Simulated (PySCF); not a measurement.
PySCF input file for C2H5ClFNSi, SMILES C/N=C/[Si@H](F)Cl, KT2/pcSseg-1. Geometry: PBE0-D3(BJ)/def2-SVP. The structure was generated by enumeration; whether it is a known compound was not checked. The values are those of a single conformer.

```python
import numpy as np
from pyscf import gto, scf, dft
from pyscf.prop.nmr import rks as nmr

mol = gto.M(
    atom='''
    C    -3.32558526   -0.47231254    0.04394912
    N    -1.98227476   -0.42161896   -0.45642858
    C    -1.01769502   -0.28210998    0.35818574
    Si    0.69440996   -0.20855159   -0.38567719
    F     1.57055554   -1.46316728    0.14739671
    Cl    1.62914222    1.49798429    0.28340504
    H    -3.40009612   -0.38194892    1.14544019
    H    -3.79090681   -1.41888877   -0.27521310
    H    -3.91383583    0.33179410   -0.42702777
    H    -1.18103990   -0.19413671    1.45618808
    H     0.66932640   -0.23645687   -1.86217197
    ''',
    basis='pcSseg-1',
    charge=0,
    spin=0,
    max_memory=1600,
    verbose=3,
)
mf = dft.RKS(mol, xc='kt2')
mf.grids.level = 3
mf.conv_tol = 1e-10
mf.max_cycle = 100
mf.kernel()
n = nmr.NMR(mf)
n.verbose = 2
n.max_cycle_cphf = 60
sigma = n.kernel()
print('atom   isotropic/ppm   span/ppm')
for i, s in enumerate(sigma):
    w = np.linalg.eigvalsh((s + s.T) / 2)
    print(f'{mol.atom_symbol(i):2s}{i + 1:3d} {w.mean():14.3f} {w[2] - w[0]:11.3f}')
```

Log of the run:

```
converged SCF energy = -993.011316676539
atom   isotropic/ppm   span/ppm
C   1        125.665      80.118
N   2       -156.417     833.563
C   3         18.844     153.452
Si  4        364.944      58.857
F   5        311.348      95.499
Cl  6        866.689     289.686
H   7         28.403       4.682
H   8         27.049       5.722
H   9         27.083       5.538
H  10         23.091       3.385
H  11         25.844       8.392
```

The calculation finished and met its thresholds.

Cost: roughly 50 core-seconds.
